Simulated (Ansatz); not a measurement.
C₃H₁₂BN (`C[NH2+][BH-](C)C`), one more setting.

```yaml
crystal:
  periodic: [false, false, false]
  atoms:
    - {symbol: C, position_ang: [-1.887769, -0.295045, -0.741767]}
    - {symbol: N, position_ang: [-0.719319, -0.783341, -0.502329]}
    - {symbol: B, position_ang: [0.209164, 0.133123, 0.595418]}
    - {symbol: C, position_ang: [0.586439, 1.476845, -0.097419]}
    - {symbol: C, position_ang: [1.567263, -0.750885, 1.009682]}
    - {symbol: H, position_ang: [-1.787500, 0.713287, -1.367008]}
    - {symbol: H, position_ang: [-2.620967, -0.098410, 0.179465]}
    - {symbol: H, position_ang: [-2.437025, -0.901287, -1.356896]}
    - {symbol: H, position_ang: [-0.000672, -0.960086, -1.297246]}
    - {symbol: H, position_ang: [-0.658324, -1.612855, 0.054396]}
    - {symbol: H, position_ang: [-0.319774, 0.306770, 1.479193]}
    - {symbol: H, position_ang: [1.239288, 1.495862, -1.028466]}
    - {symbol: H, position_ang: [-0.171494, 2.018089, -0.338130]}
    - {symbol: H, position_ang: [1.273529, 2.094841, 0.401406]}
    - {symbol: H, position_ang: [2.217887, -0.308371, 1.664699]}
    - {symbol: H, position_ang: [1.505542, -1.755746, 1.392658]}
    - {symbol: H, position_ang: [2.311064, -0.941070, 0.090533]}
basis:
  gaussian: {orbitals: def2-mTZVPP}
total_charge: 1
magnetization: {spin_polarized: true, initial_magnetization: 1}
hamiltonian: {xc: {name: wB97X-V}}
scf: {lower_state_search: light}
output: {forces: true}
```

```sh
$ ansatz run in.yaml --threads 4 --pin off --events-out ev --progress --plain --max-ram 11315MiB
```

Output, abridged:

```
Functional definition: wB97X-V
1491 factors; integrals over basis functions are off by at most 1.2e-3 eV
354 factors; integrals over basis functions are off by at most 6.7e-6 eV
mean field evaluation 1: about -5451.0547 eV, gradient 4.9e1 eV
mean field evaluation 2: about -5455.3620 eV, gradient 3.8e1 eV
mean field evaluation 4: about -5461.2282 eV, gradient 1.7e0 eV
mean field evaluation 8: about -5461.5020 eV, gradient 4.6e-1 eV
mean field evaluation 16: about -5461.5554 eV, gradient 1.3e-1 eV
mean field evaluation 32: about -5461.5648 eV, gradient 1.9e-3 eV
mean field -5461.56479164 eV, -200.7088041112 hartree, gradient 1.3e-5 eV, S^2 0.754493; 4 other end points of the search recorded, 0 dependent functions left out
reference -5461.56478977 eV, -200.7088040426 hartree; 21, 20 occupied and 139, 140 virtual orbitals, 1491 factors
Total energy: -5461.56478977 eV, -200.7088040426 hartree
Atom 0 at    -1.887769    -0.295045    -0.741767 Å, force    -8.265308     6.886453    -1.185573 eV/Å
Atom 1 at    -0.719319    -0.783341    -0.502329 Å, force    11.388204    -2.404199     2.841715 eV/Å
Atom 2 at     0.209164     0.133123     0.595418 Å, force     1.454440     1.098790    -8.175121 eV/Å
Atom 3 at     0.586439     1.476845    -0.097419 Å, force     6.235448    -3.841789    -0.281062 eV/Å
Atom 4 at     1.567263    -0.750885     1.009682 Å, force     3.064389    -3.089827    -2.064571 eV/Å
Atom 5 at    -1.787500     0.713287    -1.367008 Å, force    -0.335504    -1.865308     1.568358 eV/Å
Atom 6 at    -2.620967    -0.098410     0.179465 Å, force     2.098905    -0.295989    -1.586200 eV/Å
Atom 7 at    -2.437025    -0.901287    -1.356896 Å, force    -1.738664    -1.744170    -1.774431 eV/Å
Atom 8 at    -0.000672    -0.960086    -1.297246 Å, force    -2.084962     0.547861     1.059999 eV/Å
Atom 9 at    -0.658324    -1.612855     0.054396 Å, force    -0.809523    -1.347652     0.038886 eV/Å
Atom 10 at    -0.319774     0.306770     1.479193 Å, force    -2.487684    -0.366060     5.975444 eV/Å
Atom 11 at     1.239288     1.495862    -1.028466 Å, force    -0.982222    -0.729241     0.123629 eV/Å
Atom 12 at    -0.171494     2.018089    -0.338130 Å, force    -5.593920     3.575162    -1.732585 eV/Å
Atom 13 at     1.273529     2.094841     0.401406 Å, force     0.679501     0.898924     1.893052 eV/Å
Atom 14 at     2.217887    -0.308371     1.664699 Å, force     1.078722     2.061350     2.093218 eV/Å
Atom 15 at     1.505542    -1.755746     1.392658 Å, force    -1.441867    -0.527146     0.518811 eV/Å
Atom 16 at     2.311064    -0.941070     0.090533 Å, force    -2.259955     1.142838     0.686430 eV/Å
Dipole moment:     0.141473    -0.510229    -0.081630 e Å
```

Hardware: 4 threads of an Arm Neoverse N1 on a shared host. Wall time 49 s, peak host memory 0.74 GiB.
